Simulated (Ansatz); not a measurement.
Relaxation of H$_{9}$NO$_{2}$Si$_{3}$ (15 atoms, charge 0, multiplicity 1), to a largest force component of 0.02 eV/Å in at most 40 steps.

Theory: Ansatz 0.2.0, RKS PBE-D4/6-31G.

```xyz
15
Properties=species:S:1:pos:R:3
Si 0.000 0.000 0.000
H 0.000 0.000 1.460
N 1.716 0.000 -0.606
H 2.215 -0.918 -0.787
H 2.217 0.918 -0.778
O -0.791 1.371 -0.559
Si -2.400 1.426 -1.040
H -3.212 0.642 -0.114
H -2.862 2.811 -1.038
H -2.527 0.874 -2.385
O -0.791 -1.371 -0.559
Si -1.673 -2.433 0.398
H -1.263 -2.287 1.792
H -3.096 -2.132 0.276
H -1.426 -3.804 -0.040
```

**Question.** Where does it end, and by what steps?

**Answer.** The run converged. The force dipped under the threshold on the way, but the program's further checks kept it going. Limits of this set-up: no polarisation functions. After 26 steps the energy has fallen by 0.835 eV; H4 moved furthest, 1.28 Å.

```tsv
step	energy less start (eV)	largest force component (eV/Å)	accepted
0	0.0000	3.594	yes
1	-0.5734	1.740	yes
2	-0.7120	0.170	yes
3	-0.7514	0.238	yes
4	-0.7742	0.142	yes
5	-0.7766	0.254	yes
6	-0.7871	0.158	yes
7	-0.8021	0.162	yes
8	-0.8135	0.195	yes
9	-0.8163	0.409	yes
10	-0.8278	0.043	yes
11	-0.8295	0.050	yes
12	-0.8304	0.068	yes
13	-0.8309	0.052	yes
14	-0.8317	0.024	yes
15	-0.8323	0.033	yes
16	-0.8330	0.048	yes
17	-0.8334	0.062	yes
18	-0.8338	0.053	yes
19	-0.8343	0.034	yes
20	-0.8345	0.028	yes
21	-0.8347	0.027	yes
22	-0.8348	0.024	yes
23	-0.8349	0.015	yes
24	-0.8350	0.014	yes
25	-0.8351	0.010	yes
26	-0.8351	0.014	yes
```

```xyz
15
Properties=species:S:1:pos:R:3
Si 0.195 -0.006 0.328
H 0.750 0.466 1.644
N 1.371 0.174 -0.955
H 1.434 -0.505 -1.708
H 2.049 0.928 -0.991
O -1.262 0.876 0.123
Si -2.396 1.487 -1.026
H -3.783 1.031 -0.623
H -2.347 3.002 -1.026
H -2.102 0.987 -2.430
O -0.207 -1.675 0.321
Si -1.596 -2.682 0.545
H -2.186 -2.512 1.935
H -2.677 -2.363 -0.476
H -1.138 -4.110 0.359
```

Whether the end is a true minimum wasn't checked by a vibrational analysis.

Time of the run: 91 s on 1 thread of Intel(R) Xeon(R) 6975P-C (Granite Rapids), with other jobs on the host, peak memory 0.17 GiB.
